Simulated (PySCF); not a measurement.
## Dipole moment and polarisability of `NC(=O)C(=O)CO[SiH3]`

Compound: C3H7NO3Si.
Numbering: `[NH2:1][C:2](=[O:3])[C:4](=[O:5])[CH2:6][O:7][SiH3:8]` (hydrogens: H9, H10 on N1; H11, H12 on C6; H13, H14, H15 on Si8)

Geometry (GFN2-xTB, Å), atoms numbered from 1 in this order:
```
atom  x, y, z in Å
N1    -2.9903   -0.4384    1.3254
C2    -2.1340    0.0361    0.4092
O3    -2.4362    0.6652   -0.5810
C4    -0.6753   -0.3172    0.7631
O5    -0.4155   -0.9448    1.7575
C6     0.3163    0.1988   -0.2439
O7     1.6153   -0.1272    0.0935
Si8    2.9999    0.2148   -0.6816
H9    -3.9811   -0.2891    1.2349
H10   -2.6193   -0.9503    2.1115
H11    0.1747    1.2869   -0.3157
H12    0.0339   -0.2143   -1.2230
H13    3.1810    1.6643   -0.8063
H14    2.9922   -0.3521   -2.0340
H15    3.9338   -0.4249    0.2261
```

Level: CAM-B3LYP/def2-SVPD (PySCF), static field, nuclei fixed, core orbitals frozen in the response. The polarisability tensor in these axes (au):

```
x    92.48   0.64  -6.08
y     0.64  66.45 -10.51
z    -6.08 -10.51  78.42
```

Task: What are the eigenvalues, a third of the trace, and Δα (Δα² = ½Σ(αi − αj)² over the three pairs)?

Result: Principal values 60.14, 81.72 and 95.50 au; mean 79.12 au = 11.72 Å³ = 13.04 × 10⁻⁴⁰ C²·m²/J; Δα = 30.87 au (39 % of the mean).

Task: What is the dipole moment, and where does it point?

Result: (-0.87, -0.14, 0.37) D, 0.96 D in size, pointing from the negative to the positive side. Measured along this direction, the outermost atoms are H14, H13 and H15 at the negative end and H9 at the positive end.

Task: How large is μ²/3kT at 273 K beside α?

Result: In Gaussian units μ²/3kT = 8.13 Å³ against 11.72 Å³, a ratio of 0.69; the Debye molar polarisation (4π/3)N_A(α + μ²/3kT) is 50.1 cm³/mol, leaving out the vibrational part.

Task: In TDDFT the mean static polarisability is Σ f/ω² over all singlet excitations (ω in hartree). How much of it do the 8 lowest give? Their energies (eV) and oscillator strengths: 3.49, 0.0000; 5.42, 0.0000; 5.76, 0.0285; 6.16, 0.0724; 6.74, 0.0008; 7.00, 0.0024; 7.22, 0.0029; 7.63, 0.0151.

Result: They add up to 2.34 au, 3.0 % of the 79.12 au; the largest single term is 1.41 au, from the state at 6.16 eV. Terms in order: 0.00, 0.00, 0.64, 1.41, 0.01, 0.04, 0.04, 0.19 au. Higher excitations give the rest. The strengths listed sum to 0.122.

Task: Give the eigenvalues of the traceless quadrupole moment Θ = ½Σq(3rr − r²1), origin at the centre of nuclear charge.

Result: -19.55, -1.48, 21.02 D·Å. The values depend on the origin, since the dipole doesn't vanish. The electronic extent ⟨r²⟩ about the same centre is 1641 bohr², a root-mean-square distance of 2.56 Å for the 70 electrons.

Task: Give the principal axes and the span of the nuclei along them.

Result: Largest value along (0.89, 0.17, -0.42), where the nuclei span 7.58 Å; middle along (0.45, -0.49, 0.74), 4.00 Å; least along (0.08, 0.85, 0.52), 2.37 Å. The response follows the extents in order.

One conformer (not necessarily the lowest) at the GFN2-xTB geometry, without solvent, vibrations or thermal averaging.

These values come from a run that also computed excited states. The run took 1.8 min on one thread, Arm Neoverse N1 (aarch64), shared host with 64 logical CPUs at a one-minute load of 62, and the process peaked at 1.0 GiB of memory.
